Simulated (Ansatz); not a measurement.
Molecule: sum formula BCl2F, charge 0, multiplicity 1. SMILES: FB(Cl)Cl
Geometry: optimised at B3LYP-D3(BJ)/def2-TZVP (Ansatz, a quantum-chemistry and plane-wave program).

Atomisation energy built up term by term with Ansatz (kcal/mol; UHF references for open shells; valence terms freeze the core; atomic spin-orbit terms are left out). CBS(X,Y): correlation extrapolated as X^-3; Hartree-Fock from the larger set.

```tsv
term	basis	kcal/mol
Hartree-Fock	cc-pV(Q+d)Z	?
CCSD correlation	CBS(cc-pV(T+d)Z,cc-pV(Q+d)Z)	78.64
(T)	CBS(cc-pV(T+d)Z,cc-pV(Q+d)Z)	?
core correlation	cc-pwCVTZ	1.73
scalar relativity (X2C)	cc-pVTZ-DK against cc-pVTZ	-0.70
sum: De		?
```

**Question.** Fill in the missing entries.

**Answer.** 
- Hartree-Fock, kcal/mol: 283.28
- (T), kcal/mol: 9.29
- sum: De, kcal/mol: 372.2
